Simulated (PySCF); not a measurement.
SMILES O([Si](C)(C)C)[SiH3] (C3H12OSi2), singlet (GFN2-xTB optimised geometry):

```
18

Si     2.012    -1.001    -0.003
O      0.466    -0.534     0.000
Si    -1.169    -0.534     0.000
C     -1.766    -1.434     1.568
C     -1.702     1.292     0.000
C     -1.765    -1.434    -1.568
H      2.254    -1.779     1.212
H      2.240    -1.813    -1.199
H      2.783     0.241    -0.025
H     -2.849    -1.438     1.637
H     -1.381    -0.956     2.464
H     -1.430    -2.467     1.581
H     -1.327     1.812     0.877
H     -2.783     1.387    -0.002
H     -1.324     1.813    -0.875
H     -1.431    -2.468    -1.579
H     -1.380    -0.957    -2.464
H     -2.848    -1.438    -1.637
```

Method: B3LYP/def2-SVP (PySCF).

Question: What are the frontier orbital energies and the dipole moment?

Answer: HOMO-2 -8.86 eV, HOMO-1 -7.68 eV, HOMO -7.67 eV, LUMO 0.61 eV, LUMO+1 1.51 eV; dipole moment 0.52 D.

On the same geometry PBE/def2-SVP (PySCF 2.14.0) gives HOMO-2 -7.65 eV, HOMO-1 -6.51 eV, HOMO -6.51 eV, LUMO -0.05 eV, LUMO+1 0.96 eV; dipole moment 0.58 D.

Meta-Löwdin charges at B3LYP/def2-SVP: Si1 0.79, O2 -0.81, Si3 1.12, C4 -0.55, C5 -0.55, C6 -0.55, H7 -0.13, H8 -0.13, H9 -0.13, H10 0.11, H11 0.11, H12 0.11, H13 0.11, H14 0.10, H15 0.11, H16 0.11, H17 0.11, H18 0.11.
